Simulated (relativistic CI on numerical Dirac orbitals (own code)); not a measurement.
**Transition arrays of Dy XXIII**

Computed by Dirac-Coulomb-Breit CI, orbitals from a KLI potential per configuration, QED by a radiative potential, valence Slater integrals scaled by 0.9, whole transition arrays (own radial code, finite nucleus).

CI space (outside the closed core [Ar] 3d10 4s2): 4p6 4d8, 4p6 4d7 4f, 4p5 4d9, 4p6 4d7 5p, 4p6 4d7 5f. Levels of other configurations are missing.

All E1 lines from the levels of 4p6 4d8; mean and standard deviation are weighted by gf, and upper levels are sorted by their leading configuration.

```tsv
Upper configuration	Lines	Σgf	Mean (eV)	Mean (nm)	σ (eV)	Strongest line (nm)
4p6 4d7 4f	726	280.1	195.26	6.350	4.90	6.286
4p5 4d9	55	40.9	201.03	6.167	15.25	6.078
4p6 4d7 5p	466	35.1	281.81	4.400	4.72	4.397
4p6 4d7 5f	721	56.5	407.08	3.046	4.74	3.018
```

Σgf per state of the lower configuration in bins of 0.1 nm over the central range (centre: value): 3.05: 1.14, 4.25: 0.05, 4.35: 0.36, 4.45: 0.30, 4.55: 0.05, 5.95: 0.18, 6.05: 0.54, 6.15: 0.39, 6.25: 1.39, 6.35: 4.08, 6.45: 0.28.

(1) How do configuration mixing and the scaling of the Slater integrals move the arrays?

Results:

(1) Slater scale 0.9, no configuration mixing: 4p6 4d7 4f 192.2 ± 6.6 eV (Σgf 262.6), 4p5 4d9 165.5 ± 18.2 eV (Σgf 39.8), 4p6 4d7 5p 282.1 ± 4.7 eV (Σgf 40.9), 4p6 4d7 5f 407.0 ± 4.7 eV (Σgf 60.0); Slater scale 1: 4p6 4d7 4f 199.6 ± 5.8 eV (Σgf 307.3), 4p5 4d9 202.2 ± 19.5 eV (Σgf 20.4), 4p6 4d7 5p 281.9 ± 4.9 eV (Σgf 34.3), 4p6 4d7 5f 407.2 ± 4.9 eV (Σgf 56.5); Slater scale 0.8: 4p6 4d7 4f 191.5 ± 4.8 eV (Σgf 274.5), 4p5 4d9 197.4 ± 15.2 eV (Σgf 39.9), 4p6 4d7 5p 281.7 ± 4.5 eV (Σgf 35.9), 4p6 4d7 5f 407.0 ± 4.6 eV (Σgf 56.5). With mixing, levels are counted to their leading configuration, so an array can shrink or vanish into another, and the sums then hold other lines.
